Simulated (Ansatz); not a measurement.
Z-matrix (Å, degrees):
```
Si
O 1 1.635
N 1 1.704 2 114.6
H 1 1.484 2 108.0 3 119.4
H 1 1.484 2 108.0 3 -119.3
Si 2 1.635 1 152.0 3 -176.8
H 3 1.007 1 121.1 2 -74.7
H 3 1.007 1 121.1 2 74.7
N 6 1.704 2 114.6 1 175.5
H 6 1.484 2 108.0 1 56.2
H 6 1.484 2 108.0 1 -65.2
H 9 1.007 6 121.1 2 -74.7
H 9 1.007 6 121.1 2 74.7
```

Total charge 0; spin multiplicity 1.

Q: List the PBE/def2-TZVPP orbital energies in eV (Ansatz 0.2.0). (Best estimate.)

A: Ansatz gave: Occupied: -1779.87, -1779.87, -509.86, -379.95, -379.95, -137.49, -137.49, -94.25, -94.25, -94.22, -94.22, -94.20, -94.20, -24.36, -21.06, -20.99, -14.23, -12.41, -12.16, -12.13, -10.88, -10.02, -9.40, -9.08, -7.92, -7.73, -6.80, -6.36, -6.17. Lowest empty: -0.18, 0.09, 0.43, 1.57, 1.62, 1.69, 1.69, 1.72.
